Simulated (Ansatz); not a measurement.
```yaml
crystal:
  periodic: [false, false, false]
  atoms:
    - {symbol: B, position_ang: [-0.751299, 1.309944, -0.723715]}
    - {symbol: Si, position_ang: [0.453413, -0.274061, -0.524621]}
    - {symbol: B, position_ang: [0.211707, -1.044905, 1.304980]}
    - {symbol: F, position_ang: [0.268021, -1.362145, -1.699647]}
    - {symbol: H, position_ang: [-1.621932, 1.375974, -1.538855]}
    - {symbol: D, position_ang: [-0.605614, 2.230165, 0.026513]}
    - {symbol: H, position_ang: [1.862235, 0.224444, -0.614744]}
    - {symbol: H, position_ang: [-0.177223, -2.156567, 1.504372]}
    - {symbol: H, position_ang: [0.449092, -0.349149, 2.248615]}
basis:
  gaussian: {orbitals: def2-TZVPD, point_charges: [{charge: -1.00, position_ang: [4.684, -0.584, 0.640]}]}
hamiltonian: {xc: {name: SPW92}}
accuracy: high
scf: {lower_state_search: full}
output: {forces: true}
```

```sh
$ ansatz run in.yaml --threads 2 --pin off --events-out ev --progress --plain --max-ram 4352MiB
```

Output, abridged:

```
Error: YAML parse error: error: line 9 column 16: `D` is not an element symbol (H … Og, case-exact)
  --> <input>:9:16
   |
 7 |     - {symbol: F, position_ang: [0.268021, -1.362145, -1.699647]}
 8 |     - {symbol: H, position_ang: [-1.621932, 1.375974, -1.538855]}
 9 |     - {symbol: D, position_ang: [-0.605614, 2.230165, 0.026513]}
   |                ^ `D` is not an element symbol (H … Og, case-exact)
10 |     - {symbol: H, position_ang: [1.862235, 0.224444, -0.614744]}
11 |     - {symbol: H, position_ang: [-0.177223, -2.156567, 1.504372]}
   |
```

In this input an element symbol is wrong. The input was rejected before any iteration.
